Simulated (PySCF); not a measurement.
**Shapes and spin states of Cu₂H₄**

These are results of PBE0/[Cu def2-TZVP, H def2-TZVP], no relativity, density fitting, PySCF, not measurements.

Relaxations began from a few typed shapes and spin states; open shells are unrestricted. The search is not exhaustive: other isomers or separated fragments can lie lower, and high-lying points may rest on an excited occupation.

Which is the lowest minimum found?
A. singlet C4v: Cu–Cu 2.148 Å, Cu–H 1.536 Å (×4); Cu–Cu–H 74.2° (×4), H–Cu–H 85.7° (×4), H–Cu–H 148.3° (×2)
B. singlet D4h: Cu–H 1.743 Å (×8); Cu–H–Cu 74.6° (×4), H–Cu–H 68.5° (×8), H–Cu–H 105.4° (×4)
C. triplet C2h: Cu–H 1.502 Å (×2), Cu–H 1.674 Å (×2), Cu–H 1.705 Å (×2); Cu–H–Cu 89.3° (×2), H–Cu–H 90.7° (×2), H–Cu–H 96.0° (×2), H–Cu–H 173.3° (×2)

C. The others lie at 70.2 (singlet C4v, a saddle point), 80.0 (singlet D4h, a saddle point) kJ/mol above it.

For the lowest minimum: other spin states or occupations of the open shell can lie lower.
